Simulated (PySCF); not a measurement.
# Computed structure and properties of DyF3(NH3)

System: DyF3(NH3) (singlet in the valence; each metal's 4f electrons, 9 of them, lie in its core potential, out of spins and levels); start: template (C3v). Method: PySCF 2.14.0, RKS PBE0, Dy lcecp-1-SVP with ECP55, F def2-SVP, N def2-SVP, H def2-SVP; non-relativistic Hamiltonian with scalar-relativistic core potentials where named; density fitting; no spin-orbit coupling.

Input of the relaxation:

```python
mol = gto.M(atom='''
Dy     0.01028    -0.01028     0.01028
F      1.21558     1.19502     1.21558
F     -1.19502    -1.21558     1.21558
F      1.21558    -1.21558    -1.19502
N     -1.43742     1.43742    -1.43742
H     -2.05062     2.05062    -0.90032
H     -0.90032     2.05062    -2.05062
H     -2.05062     0.90032    -2.05062''',
    basis={'Dy': 'lcecp-1-SVP', 'F': 'def2-SVP', 'N': 'def2-SVP', 'H': 'def2-SVP'},
    ecp={'Dy': 'lcecp-1-SVP'},
    charge=0, spin=0)
mf = dft.RKS(mol, xc='PBE0')
mf.grids.atom_grid = (50, 194)  # f atoms: unpruned, at least (60, 302)
mf = mf.density_fit()  # fitting sets: Dy AutoAux, F def2-universal-JKFIT, N def2-universal-JKFIT, H def2-universal-JKFIT
mf.conv_tol = 1e-08; mf.max_cycle = 55
mf.kernel(dm0)  # dm0: converged density of the start geometry
# quasi-Newton relaxation in Cartesian coordinates to a largest gradient under 0.00045 Eh/bohr, steps kept in the point group
```

Run from Python with OMP_NUM_THREADS=2; the lines above give its settings. Where DIIS fails, smearing, a level shift and second-order steps follow.
It took 31 s on 2 threads of Arm Neoverse V2 (shared host), from the converged density of the start.

Course of the relaxation:

```tsv
step	energy above end (eV)	largest force component within the symmetry (eV/Å)
0	0.2767	1.288
1	0.1102	0.627
2	0.0595	0.238
3	0.0269	0.217
4	0.0065	0.062
5	0.0049	0.063
6	0.0005	0.025
7	0.0000	0.014
8	0.0000	0.009
```

Relaxed geometry (C3v):

```xyz
8

Dy    0.0997   -0.0997    0.0997
F     1.0750    1.3931    1.0750
F    -1.3931   -1.0750    1.0750
F     1.0750   -1.0750   -1.3931
N    -1.3440    1.3440   -1.3440
H    -1.9543    1.9543   -0.7966
H    -0.7966    1.9543   -1.9543
H    -1.9543    0.7966   -1.9543
```

| contact | Å |
| --- | --- |
| Dy1–F2 (F) | 2.032 |
| Dy1–F3 (F) | 2.032 |
| Dy1–F4 (F) | 2.032 |
| Dy1–N5 (NH3) | 2.500 |

On the finer grid (75, 302):

The HOMO is -9.44 eV, the LUMO is -0.79 eV and the dipole about the centre of mass is 5.90 D. The set of Mulliken populations of Dy1 outside the core potential is s 2.17, p 6.36, d 1.22, f 0.09 and the D3(BJ) dispersion energy (not in the energies) is -0.110 eV.

```csv
atom,Mulliken (e),Löwdin (e),spin (e)
Dy1,1.16,0.66,0.00
F2,-0.46,-0.33,0.00
F3,-0.46,-0.33,0.00
F4,-0.46,-0.33,0.00
N5,-0.31,-0.02,0.00
H6,0.18,0.11,0.00
H7,0.18,0.11,0.00
H8,0.18,0.11,0.00
```

The 4f levels lie in the core potential and are missing. Their spin isn't counted.

On the grid (50, 194), as all that follows. Harmonic modes: a minimum within the noise of the softest modes; lowest 47 cm⁻¹ (negative: unstable), highest 3612 cm⁻¹, zero-point energy 1.161 eV.

Taking off one F (charge -1, singlet; the rest: singlet) in vacuum, both parts rigid, costs 11.09 eV; the small basis without counterpoise inflates it. Most of it is the attraction of opposite charges; other ways to part are cheaper, and one spin state was tried for the rest.

Rigid scan of F along the line from its metal:

distance to F2 (Å), energy (eV) and a bar:
```
     1.73      1.394 #########
     1.83      0.525 ###
     1.93      0.111 #
     2.03      0.000 
     2.13      0.086 #
     2.23      0.296 ##
     2.43      0.913 ######
     2.73      1.980 #############
     3.13      3.283 ######################
     3.63      4.521 ##############################
```

Taking off one NH3 (charge 0, singlet; the rest: singlet) in vacuum, both parts rigid, costs 1.63 eV; the small basis without counterpoise inflates it.

Rigid scan of NH3 along the line from its metal:

| distance to N5 (Å) | energy (eV) |
| --- | --- |
| 2.20 | 0.367 |
| 2.30 | 0.141 |
| 2.40 | 0.031 |
| 2.50 | 0.000 |
| 2.60 | 0.022 |
| 2.70 | 0.078 |
| 2.90 | 0.243 |
| 3.20 | 0.523 |
| 3.60 | 0.844 |
| 4.10 | 1.123 |

One start shape was tried, so this needn't be the lowest isomer.

An lcecp potential fixes the number of 4f electrons, so in runs with it no electron can move into or out of that shell.
